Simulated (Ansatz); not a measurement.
NiO₂⁻. Charge -1, multiplicity 2. Geometry PBE0-D4/def2-TZVPD; atoms count from 1.

```tsv
atom	x (Å)	y (Å)	z (Å)
Ni1	-1.1082	-0.1151	0.2796
O2	0.6396	-0.6619	-0.0971
O3	0.4686	0.7770	-0.1825
```

The structure holds one bond between oxygen atoms, so isomers without such links may lie far lower. The charge -1 doublet is spin-contaminated (final ⟨S²⟩ up to 1.68, 0.75 for a pure state). The highest occupied level of the charge -1 doublet lies above zero (up to 0.29 eV). The electron is either unbound and held by the finite basis, or the level is raised by self-interaction error. Another isomer (quartet) lies 2.33 eV lower at PBE0-D4/def2-TZVPD; other spin states weren't run for this one.

Q: Estimate the Mulliken populations from the PBE0/def2-TZVPD orbitals of Ansatz.

A: 
| atom | charge (e) | spin (α − β) | d electrons |
| --- | --- | --- | --- |
| Ni1 | -0.14 | 0.39 | 8.57 |
| O2 | -0.43 | 0.31 | – |
| O3 | -0.43 | 0.31 | – |
Mulliken values depend strongly on the basis. With diffuse functions, as here, like atoms can get unlike values, and bond orders can come out too low or too high.

Q: Where does the spin sit?

A: Summed by element: Ni 0.39, O 0.61, of 1 unpaired in all. Largest on single atoms: Ni1 0.39, O2 0.31, O3 0.31.

Q: And the Mayer bond orders between heavy atoms (over 0.3)?

A: Ni1–O2 0.61 (1.87 Å); Ni1–O3 0.61 (1.87 Å); O2–O3 0.50 (1.45 Å).
